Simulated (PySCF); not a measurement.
TeClI, SMILES I[Te]Cl. Atoms are numbered in the order given.

```xyz
3

Te     0.6712    -0.9589     0.0000
Cl    -1.4084    -2.1434     0.0000
I     -0.2068     1.6283     0.0000
```
Charge 0, spin multiplicity 1.

Coordinates come from a B3LYP-D3(BJ)/def2-SVP optimisation. The def2 effective core potentials stand for the cores of I, Te; spin–orbit coupling is left out.

Calculation: B3LYP-D3(BJ)/def2-SVP in PySCF.

Frequencies are harmonic and unscaled.

Q: Estimate the vibrational spectrum. (Estimate from the structure and the level; the computed values follow.)

A: 
```csv
mode,ν (cm⁻¹),IR (km/mol),Raman (Å⁴/amu),depolarisation,moving atoms (share of kinetic energy)
1,89,0.6,6.6,0.61,"Cl 65 %, I 20 %, Te 15 %"
2,199,8.9,10.6,0.26,"Te 51 %, I 48 %"
3,354,29.6,17.4,0.26,"Cl 78 %, Te 22 %"
```
